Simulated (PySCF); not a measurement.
# InOBr, singlet: molecular constants

All numbers come from PBE0 in PySCF with In def2-TZVP with ECP28, O def2-TZVP, Br def2-TZVP; scalar-relativistic core potentials, no spin–orbit coupling; density-fitted integrals.

The structure is a minimum.

```xyz
3
charge 0 multiplicity 1, angstrom
In    0.0000    0.0000   -0.7653
O     0.0000    0.0000   -2.5922
Br    0.0000    0.0000    1.6397
```

- Point group: C∞v
- Bond lengths: In–Br 2.405 Å, In–O 1.827 Å
- Bond angles: Br–In–O 180.0°
- Enthalpy at 298.15 K above 0 K: 13.79 kJ/mol
- Dipole moment: 3.40 D
- Entropy at 298.15 K and 1 bar: 288.4 J/(mol K)
- Highest occupied level: -7.70 eV
- Heat capacity Cp at 298.15 K: 55.2 J/(mol K)
- Lowest empty level: -2.80 eV
- Rotational constants: 0.04356 cm⁻¹
- Atomisation energy without zero-point energy: 611 kJ/mol
- Zero-point energy: 7.8 kJ/mol
- Principal quadrupole moments (Buckingham, traceless) about the centre of mass: -17.66, 8.83, 8.83 D Å
- Principal polarisabilities: 41.6, 41.6, 87.3 bohr³
- Rotational symmetry number: 1

Harmonic modes (masses in u: In 114.904, O 15.995, Br 78.918):
| symmetry | ω (cm⁻¹) | IR (km/mol, summed over degenerate members) | type |
| --- | --- | --- | --- |
| π | 115 | 51.3 | bend |
| σ+ | 269 | 13.2 | stretch |
| σ+ | 810 | 51.3 | stretch |

In C∞v the vibrations span π + 2σ+.

Charges (e):
```csv
atom,Mulliken,Löwdin,polar tensor,Mayer order to In1
In1,0.78,0.18,1.04,–
O2,-0.53,-0.37,-0.64,1.92
Br3,-0.25,0.19,-0.40,1.08
```

Mulliken populations on In1 (electrons outside its core potential): s 3.08, p 6.92, d 10.13, f 0.09.

Outer orbital energies (eV). occupied: -22.45, -20.90, -11.92, -9.54, -9.54, -9.22, -7.70, -7.70; empty: -2.80, -1.33, -1.33, 1.08.

Counting electrons, indium keeps none of its valence electrons outside its bonds, so the VSEPR class is AX2 and the expected shape is linear; with unlike ligands the computed point group is C∞v.

Only a few start shapes were tried, so a lower isomer may exist.

The final relaxation and frequency run took about 2 core-minutes on a shared host.
